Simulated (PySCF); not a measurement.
**Fractional electron number in I (iodine, neutral)**

The 5p beta orbital of [Kr] 4d10 5s2 5p5 is emptied in steps (occupation f), with all orbitals relaxed, ending at [Kr] 4d10 5s2 5p4. All numbers are calculated (PySCF 2.14, scalar relativity through the core potential, in def2-SVP with the def2 core potential (28 electrons)). The exact energy is a straight line in f; departures are measured from the line between the end points of the same method.

**Question.** Among UHF, LDA, PBE, PBE0, r2SCAN, LC-wPBE, BHandHLYP, wB97X, MN15, HSE06, which shows the largest delocalisation error (convex curve), and which is closest to linear?

**Answer.** Most convex: LDA (-0.988 eV at f = 0.4); closest to linear: LC-wPBE (-0.032 eV).

```json
{"f": "1", "UHF (eV)": "0.000", "LDA (eV)": "0.000", "PBE (eV)": "0.000", "PBE0 (eV)": "0.000", "r2SCAN (eV)": "0.000", "LC-wPBE (eV)": "0.000", "BHandHLYP (eV)": "0.000", "wB97X (eV)": "0.000", "MN15 (eV)": "0.000", "HSE06 (eV)": "0.000"}
{"f": "0.8", "UHF (eV)": "0.110", "LDA (eV)": "-0.658", "PBE (eV)": "-0.634", "PBE0 (eV)": "-0.449", "r2SCAN (eV)": "-0.587", "LC-wPBE (eV)": "-0.025", "BHandHLYP (eV)": "-0.286", "wB97X (eV)": "-0.103", "MN15 (eV)": "-0.344", "HSE06 (eV)": "-0.520"}
{"f": "0.6", "UHF (eV)": "0.162", "LDA (eV)": "-0.988", "PBE (eV)": "-0.950", "PBE0 (eV)": "-0.672", "r2SCAN (eV)": "-0.870", "LC-wPBE (eV)": "-0.035", "BHandHLYP (eV)": "-0.431", "wB97X (eV)": "-0.164", "MN15 (eV)": "-0.513", "HSE06 (eV)": "-0.779"}
{"f": "0.4", "UHF (eV)": "0.159", "LDA (eV)": "-0.988", "PBE (eV)": "-0.948", "PBE0 (eV)": "-0.669", "r2SCAN (eV)": "-0.857", "LC-wPBE (eV)": "-0.032", "BHandHLYP (eV)": "-0.433", "wB97X (eV)": "-0.176", "MN15 (eV)": "-0.508", "HSE06 (eV)": "-0.778"}
{"f": "0.2", "UHF (eV)": "0.104", "LDA (eV)": "-0.659", "PBE (eV)": "-0.631", "PBE0 (eV)": "-0.444", "r2SCAN (eV)": "-0.562", "LC-wPBE (eV)": "-0.019", "BHandHLYP (eV)": "-0.291", "wB97X (eV)": "-0.128", "MN15 (eV)": "-0.334", "HSE06 (eV)": "-0.518"}
{"f": "0", "UHF (eV)": "0.000", "LDA (eV)": "0.000", "PBE (eV)": "0.000", "PBE0 (eV)": "0.000", "r2SCAN (eV)": "0.000", "LC-wPBE (eV)": "0.000", "BHandHLYP (eV)": "0.000", "wB97X (eV)": "0.000", "MN15 (eV)": "0.000", "HSE06 (eV)": "0.000"}
```

```csv
method,E(f=0) − E(f=1) (eV),−ε at f=1 (eV),−ε at f=0.4 (eV)
UHF,9.592,10.294,9.445
LDA,10.793,6.686,11.615
PBE,10.504,6.539,11.304
PBE0,10.552,7.737,11.124
r2SCAN,10.581,6.878,11.367
LC-wPBE,10.601,10.434,10.645
BHandHLYP,10.512,8.727,10.861
wB97X,10.634,10.015,10.710
MN15,10.371,8.202,10.820
HSE06,10.577,7.328,11.231
```

Reference removal energy between the ground levels: 10.451 eV (measured; NIST Atomic Spectra Database, ionization energies). The calculation has no spin-orbit coupling. UHF lacks correlation.
